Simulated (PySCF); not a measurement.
**Potential energy of HgH along the bond**

Set-up: Hg def2-TZVP with ECP60, H def2-TZVP; scalar-relativistic core potentials (PySCF 2.14). Energies in eV from Hg + H in their ground configurations at the same level. State: ²Σ⁺ (doublet), unpaired electrons σ ↑.

All columns are PBE0. A positive dipole means Hg(−)H(+).

```json
{"R (Å)": "1.521", "E (eV)": "-0.130", "μ (D)": "0.18", "Mulliken charge on Hg (basis-dependent)": "0.10", "HOMO (eV)": "-5.34", "LUMO (eV)": "-2.20", "Mayer bond order": "0.87", "⟨S²⟩": "0.76"}
{"R (Å)": "1.592", "E (eV)": "-0.312", "μ (D)": "0.05", "Mulliken charge on Hg (basis-dependent)": "0.09", "HOMO (eV)": "-5.47", "LUMO (eV)": "-2.32", "Mayer bond order": "0.83", "⟨S²⟩": "0.76"}
{"R (Å)": "1.663", "E (eV)": "-0.410", "μ (D)": "-0.09", "Mulliken charge on Hg (basis-dependent)": "0.09", "HOMO (eV)": "-5.59", "LUMO (eV)": "-2.43", "Mayer bond order": "0.79", "⟨S²⟩": "0.76"}
{"R (Å)": "1.716", "E (eV)": "-0.444", "μ (D)": "-0.18", "Mulliken charge on Hg (basis-dependent)": "0.08", "HOMO (eV)": "-5.69", "LUMO (eV)": "-2.50", "Mayer bond order": "0.76", "⟨S²⟩": "0.76"}
{"R (Å)": "1.769", "E (eV)": "-0.453", "μ (D)": "-0.27", "Mulliken charge on Hg (basis-dependent)": "0.08", "HOMO (eV)": "-5.78", "LUMO (eV)": "-2.57", "Mayer bond order": "0.72", "⟨S²⟩": "0.76"}
{"R (Å)": "1.822", "E (eV)": "-0.443", "μ (D)": "-0.34", "Mulliken charge on Hg (basis-dependent)": "0.08", "HOMO (eV)": "-5.88", "LUMO (eV)": "-2.63", "Mayer bond order": "0.68", "⟨S²⟩": "0.76"}
{"R (Å)": "1.893", "E (eV)": "-0.412", "μ (D)": "-0.43", "Mulliken charge on Hg (basis-dependent)": "0.07", "HOMO (eV)": "-6.00", "LUMO (eV)": "-2.70", "Mayer bond order": "0.63", "⟨S²⟩": "0.76"}
{"R (Å)": "1.981", "E (eV)": "-0.355", "μ (D)": "-0.50", "Mulliken charge on Hg (basis-dependent)": "0.06", "HOMO (eV)": "-6.16", "LUMO (eV)": "-2.76", "Mayer bond order": "0.56", "⟨S²⟩": "0.76"}
{"R (Å)": "2.087", "E (eV)": "-0.279", "μ (D)": "-0.54", "Mulliken charge on Hg (basis-dependent)": "0.05", "HOMO (eV)": "-6.36", "LUMO (eV)": "-2.79", "Mayer bond order": "0.48", "⟨S²⟩": "0.77"}
{"R (Å)": "2.229", "E (eV)": "-0.186", "μ (D)": "-0.51", "Mulliken charge on Hg (basis-dependent)": "0.03", "HOMO (eV)": "-6.60", "LUMO (eV)": "-2.77", "Mayer bond order": "0.36", "⟨S²⟩": "0.77"}
```

A fit through these points gives, at Re = 1.765 Å, μ = -0.26 D and dμ/dR = -1.56 D/Å; the reduced mass is 1.003 u.

Q: How strong is the fundamental in the double-harmonic approximation, I = 42.26·(dμ/dR)²/μred km/mol?

A: I = 42.26·(-1.56)²/1.003 = 103 km/mol at PBE0.

Spin–orbit coupling is left out. The state was picked by a PBE0 search and need not be the measured ground state.
